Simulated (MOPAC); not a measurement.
Job for MOPAC: PM6 on Li2-, 2S+1 = 2, a spin state set in the input, which need not be the lowest, a point of a bond scan (R = 3.255 Å). Charge -1.

```
PM6 1SCF PRECISE CHARGE=-1 UHF MS=0.5 THREADS=1
Li2

Li     0.00000000 1     0.00000000 1     0.00000000 1
Li     0.00000000 1     0.00000000 1     3.25549500 1
```

Program output:

```
*******************************************************************************
 **                                                                           **
 **                              MOPAC v23.2.5                                **
 **                                                                           **
 *******************************************************************************
 ** MOPAC's Digital Object Identifier: https://doi.org/10.5281/zenodo.6511958 **
 **                                                                           **
 ** Please cite the open-source release paper for use of this MOPAC version:  **
 ** J. E. Moussa and J. J. P. Stewart (2026)                                  **
 ** MOPAC: An open-source semiempirical molecular orbital program             **
 ** J. Open Source Softw., 11(119), 8025, https://doi.org/10.21105/joss.08025 **
 *******************************************************************************

                              PM6 CALCULATION RESULTS

 *******************************************************************************
 *  PM6        - The PM6 Hamiltonian to be used
 *  UHF        - UNRESTRICTED HARTREE-FOCK CALCULATION
 *
 *
 *
 *                 CHARGE ON SYSTEM = -1
 *
 *
 *
 *  MS=        - IN MECI, MAGNETIC COMPONENT OF SPIN =  0.5
 *  PRECISE    - TIGHTER CRITERIA TO BE USED
 *  1SCF       - DO 1 SCF AND THEN STOP
 *  THREADS=1  - MULTI-THREADING NOT USED
 *  T=         - A TIME OF 172800.0 SECONDS REQUESTED
 *  DUMP=N     - RESTART FILE WRITTEN EVERY 7200.0 SECONDS REQUESTED
 *******************************************************************************
PM6 1SCF PRECISE CHARGE=-1 UHF MS=0.5 THREADS=1
 Li2

   ATOM   CHEMICAL          X               Y               Z
  NUMBER   SYMBOL      (ANGSTROMS)     (ANGSTROMS)     (ANGSTROMS)

     1      Li          0.00000000  *   0.00000000  *   0.00000000  *
     2      Li          0.00000000  *   0.00000000  *   3.25549500  *



          CARTESIAN COORDINATES

    NO.       ATOM           X           Y           Z

     1        Li          0.0000      0.0000      0.0000
     2        Li          0.0000      0.0000      3.2555

 General Reference for PM6:
 "Optimization of Parameters for Semiempirical Methods V: Modification of NDDO Approximations
 and Application to 70 Elements", J. J. P. Stewart, J. Mol. Mod., 13, 1173-1213 (2007)
 URL: https://link.springer.com/article/10.1007/s00894-007-0233-4

           Empirical Formula: Li2  =     2 atoms



      MOLECULAR POINT GROUP   :   D*h


          UHF CALCULATION, NO. OF ALPHA ELECTRONS =    2
                           NO. OF BETA  ELECTRONS =    1

 -------------------------------------------------------------------------------
 PM6 1SCF PRECISE CHARGE=-1 UHF MS=0.5 THREADS=1
 Li2



     1SCF WAS SPECIFIED, SO BFGS WAS NOT USED
     SCF FIELD WAS ACHIEVED


                              PM6 CALCULATION
                                                       MOPAC v23.2.5 Linux




          FINAL HEAT OF FORMATION =        386.04544 KCAL/MOL =    1615.21412 KJ/MOL


          COSMO AREA              =         97.94 SQUARE ANGSTROMS
          COSMO VOLUME            =         79.98 CUBIC ANGSTROMS

          IONIZATION POTENTIAL    =         -7.561334 EV
          ALPHA SOMO LUMO (EV)    =          6.940  9.769
          BETA  SOMO LUMO (EV)    =          7.561 11.632
          NO. OF ALPHA ELECTRONS  =          2
          NO. OF BETA  ELECTRONS  =          1
          MOLECULAR WEIGHT        =         13.8800         POINT GROUP:  D*h

          MOLECULAR DIMENSIONS (Angstroms)

            Atom       Atom       Distance
           Li     2   Li     1     3.25549
           Li     2   Li     1     0.00000
           Li     1   Li     2     0.00000


          SCF CALCULATIONS        =          1





   ATOM   CHEMICAL          X               Y               Z
  NUMBER   SYMBOL      (ANGSTROMS)     (ANGSTROMS)     (ANGSTROMS)

     1      Li          0.00000000  *   0.00000000  *   0.00000000  *
     2      Li          0.00000000  *   0.00000000  *   3.25549500  *

                             CARTESIAN COORDINATES

   1   Li        0.000000000     0.000000000     0.000000000
   2   Li        0.000000000     0.000000000     3.255495000


           Empirical Formula: Li2  =     2 atoms



      MOLECULAR POINT GROUP   :   D*h


          ALPHA EIGENVALUES
   5.69751   6.94006   9.76855  11.01110  11.66277  11.66403  25.23688  26.11003


           BETA EIGENVALUES
   7.56133  11.63213  12.28443  12.28474  13.50468  13.50503  26.06477  26.92396


              NET ATOMIC CHARGES AND DIPOLE CONTRIBUTIONS

  ATOM NO.   TYPE          CHARGE      No. of ELECS.   s-Pop       p-Pop
    1         Li          -0.500001        1.5000     0.00000     1.50000
    2         Li          -0.499999        1.5000     0.00000     1.50000
 DIPOLE           X         Y         Z       TOTAL
 POINT-CHG.     0.000     0.000     0.000     0.000
 HYBRID        -0.000     0.000    -0.000     0.000
 SUM           -0.000     0.000     0.000     0.000


          ATOMIC ORBITAL ELECTRON POPULATIONS

     Atom    s        px        py        pz
    1 Li   0.00000   1.00000   0.50000   0.00000
    2 Li   0.00000   1.00000   0.50000   0.00000


                    (SZ)    =    0.500000
                    (S**2)  =    0.750000


          ATOMIC ORBITAL SPIN POPULATIONS

    Atom   Total    s     px     py     pz
         Atomic
    1 Li  0.5000  0.000  0.000  0.500  0.000
    2 Li  0.5000  0.000 -0.000  0.500  0.000

 **********************
 *                    *
 * JOB ENDED NORMALLY *
 *                    *
 **********************




 == MOPAC DONE ==
```

The run finished.

Cost: around 0.010 core-seconds (rough).
